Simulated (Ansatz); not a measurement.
WH4, SMILES [WH4] (connectivity only; charge and spin as stated), neutral, multiplicity 3.

Geometry: PBE0-D3(BJ)/def2-TZVPD. The multiplicity is an assumed one; other spin states were not compared. The def2 effective core potentials stand for the cores of W; spin–orbit coupling is left out.

Two levels are set side by side: PBE/def2-TZVPD (Ansatz, an electronic-structure program) and CAM-B3LYP/def2-TZVPD (Ansatz). Energy differences of separate SCF runs at the same geometry; the states with an electron removed or added have multiplicity 2 and 4. Differences are taken from unrounded values.

```
quantity                         CAM-B3LYP
-------------------------------  ---------
vertical ionisation energy (eV)       8.95
vertical electron affinity (eV)       0.46
```

Q: What does PBE give, and how far is it from CAM-B3LYP? (The exact figures need the calculation; the answer reports its results.)

A: 
| quantity | PBE | PBE minus CAM-B3LYP |
|---|---|---|
| vertical ionisation energy (eV) | 8.81 | -0.15 |
| vertical electron affinity (eV) | 0.43 | -0.03 |
